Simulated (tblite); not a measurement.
C4H9F3Si3.
Numbering: `[CH3:1][C@H:2]1[SiH2:3][Si@H:4]([C:5]([F:6])=[C:7]([F:8])[F:9])[SiH2:10]1` (hydrogens: H11, H12, H13 on C1; H14 on C2; H15, H16 on Si3; H17 on Si4; H18, H19 on Si10)

A start from a force field or distance geometry was refined with GFN2-xTB geometry optimisation, gas phase (tblite 0.8.0). Values at the start:

| coordinate | start |
| --- | --- |
| C1–C2 | 1.502 Å |
| C1–H11 | 1.101 Å |
| C2–Si3 | 1.923 Å |
| C2–H14 | 1.101 Å |
| Si3–Si4 | 2.257 Å |
| Si3–H15 | 1.503 Å |
| Si3–H16 | 1.474 Å |
| Si4–C5 | 1.811 Å |
| Si4–H17 | 1.495 Å |
| C5–F6 | 1.364 Å |
| C5=C7 | 1.328 Å |
| C7–F8 | 1.358 Å |
| C7–F9 | 1.355 Å |
| C1–C2–Si3 | 116.3° |
| C2–Si3–Si4 | 90.3° |
| Si3–C2–Si10 | 91.5° |
| Si3–Si4–C5 | 113.5° |
| Si3–Si4–Si10 | 75.0° |
| Si4–C5–F6 | 116.6° |
| C5–C7–F9 | 120.2° |
| F8–C7–F9 | 118.9° |

**Question.** How do these coordinates change at the GFN2-xTB level?

**Answer.** 
```
  coordinate  GFN2-xTB (Å or °)  change
     Si3–Si4              2.352  +0.095
      Si4–C5              1.899  +0.088
     Si3–H15              1.468  -0.035
     Si4–H17              1.467  -0.028
       C7–F8              1.333  -0.025
       C1–C2              1.527  +0.025
      C2–Si3              1.947  +0.024
       C7–F9              1.331  -0.024
      C1–H11              1.089  -0.012
       C5–F6              1.356  -0.008
      C2–H14              1.094  -0.007
     Si3–H16              1.467  -0.007
       C5=C7              1.322  -0.006
 Si3–C2–Si10              103.9   +12.4
    F8–C7–F9              109.9    -9.0
    C5–C7–F9              128.0    +7.8
Si3–Si4–Si10               81.3    +6.3
   C1–C2–Si3              113.0    -3.3
  C2–Si3–Si4               87.2    -3.1
  Si3–Si4–C5              111.1    -2.4
   Si4–C5–F6              114.9    -1.7
```

The energy falls by 0.834 eV over 214 L-BFGS steps, the largest force on an atom goes from 2.74 to 0.009 eV/Å, and the atoms move by 1.115 Å rms after alignment. The bond that changes most is Si3–Si4 (SiH2 silicon to SiH silicon), which lengthens by 0.095 Å. Bonds longer at the end by more than 0.005 Å: 6 of 19; shorter: 13. Among the dihedrals that turn most is Si3–Si4–C5–F6, from 33° to -45°. Rotational constants go from 1433, 493.2, 439.9 to 1759, 397.1, 389.4 MHz.

Time: 4.3 s wall. Hardware: Arm Neoverse N1, one thread, shared host with 64 logical CPUs at a one-minute load of 61.

Its lowest GFN2-xTB frequency is 11 cm⁻¹, too small to tell a flat minimum from a shallow saddle. The numbers are those of one conformer. 3 starts were optimised and ended at 0.00, 0.39 and 0.52 kcal/mol (GFN2-xTB); the lowest of these is shown.

These are computed values.
